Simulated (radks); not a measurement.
Q: Species: Te XL. Configuration: [Ne] 3s1.5 3p1.5 (fractional occupations, a model configuration). Method: scalar-relativistic Kohn-Sham, TASK exchange with Perdew-Wang LDA correlation, spin-polarised, spherical densities, finite nucleus; open shells are filled with parallel spins first (spin-orbit coupling, left out, can overturn this in heavy ions); meta-GGA in the generalised Kohn-Sham scheme; Fermi nuclear charge, rms radius 4.7423 fm; computed with a radial shooting solver on a logarithmic mesh with Libxc functionals. Some entries of the table are withheld. Estimate them.

orbital,occ.,eigenvalue (hartree),<r> (bohr)
1s up,1,-1253.573,0.02782
1s down,1,-1253.317,0.02782
2s up,1,(1),0.1180
2s down,1,(2),0.1179
2p up,3,-246.2443,0.1028
2p down,3,-245.9936,0.1028
3s up,1,-105.1476,0.2856
3s down,0.5,-103.7540,0.2871
3p up,1.5,-99.60708,0.2765

A: 
(1) 2s up eigenvalue (hartree): -263.6189
(2) 2s down eigenvalue (hartree): -263.4315
